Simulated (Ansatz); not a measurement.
The molecule AlCu, multiplicity 3 (not the ground state: that is measured with 2S+1 = 1). No spin–orbit coupling. Cu is treated without relativity.

Seven points along R, fitted to fifth degree in 1/R; most abundant isotopes. Runs in def2 and cc sets follow the lowest solution found near the PBE0 minimum.

Run with Ansatz (Gaussian basis) for Hartree–Fock, density functionals and correlated methods. Each number belongs to the level named beside it.

```json
[
 {"level": "PBE/def2-TZVPP", "r_e (Å)": "2.306", "ω_e (cm⁻¹)": "290", "α_e (cm⁻¹)": "0.0013", "B_e (cm⁻¹)": "0.168", "dipole (D)": "0.83"},
 {"level": "PBE0/def2-TZVPP", "r_e (Å)": "2.337", "ω_e (cm⁻¹)": "271", "α_e (cm⁻¹)": "0.0014", "B_e (cm⁻¹)": "0.163", "dipole (D)": "1.33"},
 {"level": "wB97X-V/def2-TZVPP", "r_e (Å)": "2.347", "ω_e (cm⁻¹)": "266", "α_e (cm⁻¹)": "0.0015", "B_e (cm⁻¹)": "0.162", "dipole (D)": "1.77"},
 {"level": "CCSD/def2-TZVPP", "r_e (Å)": "2.381", "ω_e (cm⁻¹)": "249", "α_e (cm⁻¹)": "0.0015", "B_e (cm⁻¹)": "0.157", "dipole (D)": "-"},
 {"level": "CCSD(T)/def2-TZVPP", "r_e (Å)": "2.342", "ω_e (cm⁻¹)": "268", "α_e (cm⁻¹)": "0.0014", "B_e (cm⁻¹)": "0.163", "dipole (D)": "-"}
]
```

Correlated levels freeze the inner cores; with def2 sets outer-core shells near the valence are correlated too.

Ansatz is a program for electronic structure.
